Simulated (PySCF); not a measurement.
## Ionisation energy of O²⁺ by level of theory

O²⁺ [He] 2s2 2p2 (3P) → O³⁺ [He] 2s2 2p1 (2P), as a difference of total energies. Computed with PySCF 2.14 in 6-31G*, with the non-relativistic Hamiltonian (point nucleus). Correlated levels: valence: 1s2 frozen. The calculations carry no spin-orbit coupling.

```
           method  ionisation energy (eV)  difference from reference (eV)
              UHF                  54.682                          -0.254
             TPSS                  55.311                          +0.375
            M06-L                  55.210                          +0.274
    MP2 (valence)                  54.742                          -0.194
SCS-MP2 (valence)                  54.653                          -0.283
   CCSD (valence)                  54.482                          -0.454
CCSD(T) (valence)                  54.486                          -0.450
```

Reference: 54.936 eV (semi-empirical (NIST evaluation); NIST Atomic Spectra Database, ionization energies).

Errors of the correlated levels include the incompleteness of this basis and the frozen core.
